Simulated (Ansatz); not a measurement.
Clusters of 6 atoms, capped: PBE0-D4/def2-TZVP single points in Ansatz on relaxed structures, gas phase. Each cluster is the lowest isomer that a short search found in that spin, judged at the geometry's level, and lower ones may exist. Core potentials for Pd, Sn, no spin–orbit coupling. HOMO and LUMO are taken over both spins. Binding counts from free atoms in the multiplicity of their measured ground term, without zero-point energy. Singlets are spin-restricted. The spins of the ions were chosen, not always searched. A dash marks a value that wasn't run or was left out as unsound. The structures are stationary points that may keep the symmetry of their start. Remarks come from the PBE and PBE0 runs and from stability tests at other levels; not every state was tested. HOMO above LUMO (over both spins in singlets and doublets, within one spin in higher multiplets; at PBE or PBE0), or a gap under 0.15 eV within one spin, warns that the state may not be the lowest or that an electron is smeared out.

| species | atoms | state | geometry | HOMO (eV) | LUMO (eV) | gap (eV) | vertical IE (eV) | vertical triplet (eV) | binding per atom (eV) | lowest of the spins relaxed | point group (within 0.1 Å) | remarks |
| --- | --- | --- | --- | --- | --- | --- | --- | --- | --- | --- | --- | --- |
| B3F3 | 6 | singlet | PBE0-D4/def2-SVP | -6.22 | -3.27 | 2.94 | – | – | 4.56 | – | C2v | restricted SCF unstable in HF |
| Sn2H4⁺ | 6 | doublet | B3LYP-D4/def2-TZVP | -11.21 | -8.79 | 2.41 | – | – | – | doublet, of doublet/quartet | C2h | – |
| Mg3H3 | 6 | doublet; oxidised ion singlet | PBE-D4/def2-TZVP | -4.75 | -2.47 | 2.28 | – | – | 1.28 | – | Cs | restricted SCF unstable in HF (+1 singlet) |
| B4F2 | 6 | singlet | PBE-D4/def2-SVP | -7.20 | -4.00 | 3.20 | 9.45 | 0.93 | 4.57 | – | C2h | restricted SCF unstable in HF |
| Si4Cl2 | 6 | singlet | B3LYP-D4/def2-SVP | -6.52 | -2.98 | 3.53 | 8.13 | 1.93 | 3.09 | – | Ci | restricted SCF unstable in HF, gap within one spin near zero at PBE or PBE0 (triplet) |
| Cu2H4 | 6 | singlet | r2SCAN-D4/def2-TZVP | -6.03 | -1.47 | 4.57 | 8.17 | 3.29 | 1.92 | – | Cs | – |

Problem. Estimate the rows for Si2H4 (singlet, PBE-D4/def2-TZVP geometry); Ga5F (singlet, PBE-D4/def2-SVP geometry); Pd3H3⁺ (singlet, PBE-D4/def2-TZVP geometry).

Solution. 
```
species  atoms    state          geometry  HOMO (eV)  LUMO (eV)  gap (eV)  vertical IE (eV)  vertical triplet (eV)  binding per atom (eV)          lowest of the spins relaxed  point group (within 0.1 Å)                                                                                remarks
  Si2H4      6  singlet  PBE-D4/def2-TZVP      -6.16      -2.25      3.91              8.12                   1.44                   2.65                                    –                         C2h                                                          restricted SCF unstable in HF
   Ga5F      6  singlet   PBE-D4/def2-SVP      -5.20      -2.82      2.38              6.63                   0.93                   2.17                                    –                          Cs  restricted SCF unstable in HF, gap within one spin near zero at PBE or PBE0 (triplet)
 Pd3H3⁺      6  singlet  PBE-D4/def2-TZVP     -11.64      -7.90      3.74                 –                      –                      –  singlet, of singlet/triplet/quintet                         C3v                                 gap within one spin near zero at PBE or PBE0 (quintet)
```

The gap (eV) runs from 2.28 (Mg3H3) to 4.57 (Cu2H4). The vertical IE (eV) runs from 6.63 (Ga5F) to 9.45 (B4F2). The vertical triplet (eV) runs from 0.93 (B4F2) to 3.29 (Cu2H4).
